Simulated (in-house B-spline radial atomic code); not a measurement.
**S⁴⁺: [He] 2s1 2p6 3s2 7f1 (an excited or competing configuration)**

Level of theory: Dirac-Hartree-Fock, average of configuration, Fermi nucleus of rms radius 3.2611 fm; calculated with an all-electron radial atomic-structure program (B-spline basis).

Effective charges: Z_r = [3n² - l(l+1)]/(2<r>) from the radius, Z_e = n√(-2ε) from the energy, and Slater's rules. Values are occupation-weighted means over j.

```json
{"shell": "1s", "electrons": "2", "ε (eV)": "-2625.5", "<r> (bohr)": "0.09674", "Z_r": "15.51", "Z_e": "13.89", "Slater": "15.70"}
{"shell": "2s", "electrons": "1", "ε (eV)": "-348.36", "<r> (bohr)": "0.4678", "Z_r": "12.83", "Z_e": "10.12", "Slater": "12.20"}
{"shell": "2p", "electrons": "6", "ε (eV)": "-279.63", "<r> (bohr)": "0.4251", "Z_r": "11.76", "Z_e": "9.07", "Slater": "12.20"}
{"shell": "3s", "electrons": "2", "ε (eV)": "-88.689", "<r> (bohr)": "1.371", "Z_r": "9.84", "Z_e": "7.66", "Slater": "7.70"}
{"shell": "7f", "electrons": "1", "ε (eV)": "-7.0319", "<r> (bohr)": "13.29", "Z_r": "5.08", "Z_e": "5.03", "Slater": "5.00"}
```

The least bound orbital is 7f7/2 at -7.032 eV, and it is also the most diffuse (<r> = 13.29 bohr). The part-filled 2s shell lies below the filled 3s shell in orbital energy.

Spin-orbit splittings of the orbital energies (j = l + 1/2 above j = l - 1/2 when positive): 2p 1.402 eV, 7f 0.0001355 eV.

For the 1s electron the small component carries 0.324 % of the norm, the zero-frequency Breit interaction raises the level by 1.715 eV, self-energy by 0.766 eV, and vacuum polarisation lowers it by 0.05065 eV.
